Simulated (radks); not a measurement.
The nuclear charge of neutral gold is varied continuously with 79 electrons held in [Xe] 4f14 5d10 6s1. Method: Dirac Kohn-Sham, BLYP, spin-unpolarised, spherical densities, point nucleus; computed with a radial shooting solver on a logarithmic mesh with Libxc functionals. By the Hellmann-Feynman theorem dE/dZ = E(electron-nucleus)/Z, the electronic potential at the nucleus.

| Z | E (hartree) | E(electron-nucleus)/Z (hartree) | HOMO | e(HOMO) (eV) | <r> HOMO (bohr) |
|---|---|---|---|---|---|
| 78.75 | -18897.6450 | -604.377 | 5d5/2 | -3.708 | 1.717 |
| 79 | -19049.1262 | -607.473 | 6s1/2 | -5.792 | 2.877 |
| 79.25 | -19201.3821 | -610.574 | 6s1/2 | -7.853 | 2.771 |
| 79.5 | -19354.4136 | -613.679 | 6s1/2 | -10.041 | 2.679 |
| 79.75 | -19508.2220 | -616.789 | 6s1/2 | -12.348 | 2.596 |
| 80 | -19662.8086 | -619.905 | 6s1/2 | -14.765 | 2.522 |

The central difference of E at Z = 79 is -607.474 hartree, to compare with the third column; the second derivative is -12.4 hartree.
